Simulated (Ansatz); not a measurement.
Ideal-gas functions of `C[BH][GaH2]` at 800 K and 1 bar, from an Ansatz frequency run at PBE0-D4/def2-TZVP.

Molar mass 98.59 g/mol, point group C1 (symmetry number 1), electronic degeneracy 1, moments of inertia 15.639, 166.335, 171.876 u Å². Harmonic wavenumbers (cm⁻¹, unscaled): 110, 171, 184, 305, 445, 572, 587, 757, 808, 822, 1033, 1114, 1298, 1419, 1468, 1923, 1927, 2551, 2990, 3081, 3133.

Use S(trans) = R[1.5 ln M + 2.5 ln T − 1.1517]; rotational temperatures θ = 24.2544 K / I; S(rot) = R[ln(√π/σ · √(T³/θAθBθC)) + 1.5]; for each mode x = 1.438777 ν̃/T, S = R[x/(eˣ − 1) − ln(1 − e⁻ˣ)] and H = RT x/(eˣ − 1); 1 cm⁻¹ = 0.0119627 kJ/mol; R = 8.31446 J/(mol·K).

Task: By hand: the entropy, in J/(mol·K).

Result: Translation 186.6. Rotation: θ = 1.5509, 0.1458, 0.1411 K, giving 114.9. Vibration, mode by mode: 21.80, 18.15, 17.55, 13.41, 10.38, 8.44, 8.24, 6.36, 5.90, 5.78, 4.27, 3.80, 2.93, 2.47, 2.30, 1.20, 1.19, 0.48, 0.25, 0.21, 0.20, in all 135.3. Electronic 0.0. Sum 436.8 J/(mol·K).

Task: By hand: H − E and G − E in kJ/mol, counted from the electronic energy.

Result: Zero-point energy ½ × 26698 × 0.0119627 = 159.7; thermal vibration 54.2; translation, rotation and pV give 4 RT = 26.6. H − E = 240.5 kJ/mol, and G − E = 240.5 − 800 × 436.8/1000 = -108.9 kJ/mol.

Vibration gives 31 % of the entropy, 21.8 J/(mol·K) of it from the mode under 150 cm⁻¹: soft modes count most, and the harmonic formula is weakest for them. The sum counts one conformer and one mirror image; others add a mixing term.
